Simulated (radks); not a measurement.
Results of a calculation; reference values are marked as such.
All-electron atom: Os34+ in [Kr] 4d6. Level of theory: scalar-relativistic Kohn-Sham, PBE, spin-polarised, spherical densities, finite nucleus; open shells are filled with parallel spins first (spin-orbit coupling, left out, can overturn this in heavy ions); Fermi nuclear charge, rms radius 5.4126 fm (a radial shooting solver on a logarithmic mesh with Libxc functionals).

Unscreened Slater integrals over Kohn-Sham orbitals (cm^-1). They are taken over the spin-up orbitals.

integral    value
F0(4d,4d)  473560
F2(4d,4d)  242050
F4(4d,4d)  164860
F0(4d,4p)  473960
F2(4d,4p)  243680
G1(4d,4p)  303670
G3(4d,4p)  194460
F0(4d,4s)  482160
G2(4d,4s)  241350
F0(4p,4p)  475570
F2(4p,4p)  248530
F0(4p,4s)  483640
G1(4p,4s)  327310
F0(4s,4s)  492470

Derived for the open shells (J is the average intra-shell exchange parameter used in DFT+U). 4d: Racah B = F2/49 - 5 F4/441 = 3071 cm^-1, C = 35 F4/441 = 13080 cm^-1, C/B = 4.26, F4/F2 = 0.681, J = (F2 + F4)/14 = 29070 cm^-1.
